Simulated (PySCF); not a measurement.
CTe2, SMILES [Te]=C=[Te]. Geometry optimised at PBE-D3(BJ)/def2-TZVP. The def2 effective core potentials stand for the cores of Te; spin–orbit coupling is left out.

Computed equilibrium geometry at PBE-D3(BJ)/def2-TZVP (PySCF confirms it by a frequency run) as bond lengths and angles, and its point group:
point group D∞h.
Atoms: C1 Te2 Te3. Bonds (Å): C1–Te2 1.910, C1–Te3 1.910. Angles (°): Te2–C1–Te3 180.0.
Charge 0, spin multiplicity 1.
